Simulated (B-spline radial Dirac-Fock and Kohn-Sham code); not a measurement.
ΔSCF core binding energies without Breit or QED terms, calculated with a radial atomic solver.

A sound run for the In⁶⁺ ion, [Kr] 4d7: The ground state converged in 10 iterations, with total energy -5870.59363 Ha, virial ratio 1.95152 and highest orbital energy -112.42 eV. ΔSCF binding energies: K (1s) 28136.8 eV, L3 (2p3/2) 3845.5 eV, M5 (3d5/2) 549.6 eV.

A second run, with one unsound setting: The ground state converged in 9 iterations, with total energy -5869.07354 Ha, virial ratio 1.94961 and highest orbital energy -101.32 eV. ΔSCF binding energies: K (1s) 28123.6 eV, L3 (2p3/2) 3832.4 eV, M5 (3d5/2) 537.9 eV.

```
iter   energy (Ha)        error
   1    -5861.29705830  1.74e+00
   2    -5868.24770615  3.19e-01
   3    -5868.99431915  8.27e-02
   4    -5869.06539108  1.94e-02
   5    -5869.07251921  1.24e-02
   6    -5869.07353420  5.27e-04
   7    -5869.07353884  2.82e-05
   8    -5869.07353886  3.70e-06
   9    -5869.07353886  1.97e-07
```

Task: Which fault fits the second run best?
A. box too small
B. functional not served
C. damping too heavy
D. speed of light below Z

Result: A. The input had rmax = 2.0: rmax squeezes the outer orbitals.
